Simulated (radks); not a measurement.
Rh XIX, configuration [Ar] 3d9 (the NIST ground configuration). Calculated with a radial shooting solver on a logarithmic mesh with Libxc functionals: Dirac Kohn-Sham, LDA (Slater exchange, Perdew-Wang correlation), spin-unpolarised, spherical densities, finite nucleus; open shells fill j = l - 1/2 first; Fermi nuclear charge, rms radius 4.4945 fm.

Spin-orbit splittings of the eigenvalues, e(l+1/2) - e(l-1/2), with zeta = 2 splitting/(2l+1) and mean radii in bohr:

shell	occ.	splitting (eV)	zeta (eV)	<r> j=l-1/2	<r> j=l+1/2
2p	6	144.9	96.62	0.1201	0.1250
3p	6	26.40	17.60	0.3732	0.3830
3d	9	5.387	2.155	0.3517	0.3548
